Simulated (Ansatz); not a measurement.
Pulling on the O3–H4 bond in CdFHO (SMILES [OH][Cd][F]) (multiplicity 1 held, fragments rigid). Energies count from the point at 0.964 Å.
Geometry at that point (charge 0, multiplicity 1):
```tsv
atom	x (Å)	y (Å)	z (Å)
Cd	0.0086	0.0063	-0.0013
F	1.2551	0.9206	-1.1752
O	-1.3176	-0.9670	1.0769
H	-1.1661	-0.8520	2.0216
```

R- and RO- levels are restricted; in cc, def2 and unpolarised 6-31G sets they are followed outwards from rest. Active spaces are followed from a long bond inwards. Curves can end on different states.

Correlated levels freeze the cores.

Run with Ansatz (Gaussian basis) for Hartree–Fock, density functionals and correlated methods. Values without a source in brackets are computed. In def2 rows elements past Kr take small-core potentials, without spin–orbit coupling.

Task: Predict the energy at R = 3.084 Å from FIC-MRCISD on CASSCF(4,3)/def2-TZVPP.

Result: 115.4 kcal/mol

Task: Estimate the energy at R = 3.084 Å that R-HF/def2-TZVPP returns for this input.

Result: 213.0 kcal/mol

Task: What is the computed energy at R = 3.084 Å (R-r2SCAN/def2-TZVPP)?

Result: 160.3 kcal/mol

Doubts at one or more of the structures used: a restricted determinant that unrestricted orbitals would lower (R-HF/def2-TZVPP, R-r2SCAN/def2-TZVPP); active orbitals that take no part (FIC-MRCISD on CASSCF(4,3)/def2-TZVPP).

Ansatz is a quantum-chemistry and plane-wave program.
